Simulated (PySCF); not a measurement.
# As⁺: ionisation energy

As⁺ [Ar] 3d10 4s2 4p2 (3P) → As²⁺ [Ar] 3d10 4s2 4p1 (2P), as a difference of total energies. All numbers are calculated (PySCF 2.14, the spin-free X2C one-electron Hamiltonian (Gaussian nucleus), in x2c-QZVPPall). Correlated levels: valence: [Ar] 3d10 frozen; valence and next inner shell: [Ne] frozen. The calculations carry no spin-orbit coupling.

```json
{"method": "UHF", "ionisation energy (eV)": "17.979", "plus first-order spin-orbit estimate": "17.945", "error of that sum (eV)": "-0.644"}
{"method": "LDA", "ionisation energy (eV)": "18.661", "plus first-order spin-orbit estimate": "18.627", "error of that sum (eV)": "+0.038"}
{"method": "PBE", "ionisation energy (eV)": "18.502", "plus first-order spin-orbit estimate": "18.468", "error of that sum (eV)": "-0.121"}
{"method": "PBE0", "ionisation energy (eV)": "18.556", "plus first-order spin-orbit estimate": "18.523", "error of that sum (eV)": "-0.066"}
{"method": "r2SCAN", "ionisation energy (eV)": "18.724", "plus first-order spin-orbit estimate": "18.690", "error of that sum (eV)": "+0.101"}
{"method": "wB97M-V", "ionisation energy (eV)": "18.371", "plus first-order spin-orbit estimate": "18.337", "error of that sum (eV)": "-0.252"}
{"method": "wB97X", "ionisation energy (eV)": "18.341", "plus first-order spin-orbit estimate": "18.307", "error of that sum (eV)": "-0.282"}
{"method": "M06", "ionisation energy (eV)": "18.314", "plus first-order spin-orbit estimate": "18.280", "error of that sum (eV)": "-0.309"}
{"method": "M06-L", "ionisation energy (eV)": "18.272", "plus first-order spin-orbit estimate": "18.239", "error of that sum (eV)": "-0.350"}
{"method": "ROHF", "ionisation energy (eV)": "17.973", "plus first-order spin-orbit estimate": "17.940", "error of that sum (eV)": "-0.649"}
{"method": "MP2 (valence)", "ionisation energy (eV)": "18.385", "plus first-order spin-orbit estimate": "18.352", "error of that sum (eV)": "-0.237"}
{"method": "SCS-MP2 (valence)", "ionisation energy (eV)": "18.310", "plus first-order spin-orbit estimate": "18.276", "error of that sum (eV)": "-0.313"}
{"method": "MP2 (valence and next inner shell)", "ionisation energy (eV)": "18.540", "plus first-order spin-orbit estimate": "18.506", "error of that sum (eV)": "-0.083"}
{"method": "SCS-MP2 (valence and next inner shell)", "ionisation energy (eV)": "18.417", "plus first-order spin-orbit estimate": "18.384", "error of that sum (eV)": "-0.205"}
```

Reference: 18.589 eV (measured; NIST Atomic Spectra Database, ionization energies).

A first-order spin-orbit estimate (lowest level to lowest level, LS coupling) adds -0.034 eV.

Errors of the correlated levels include the incompleteness of this basis and the frozen core.
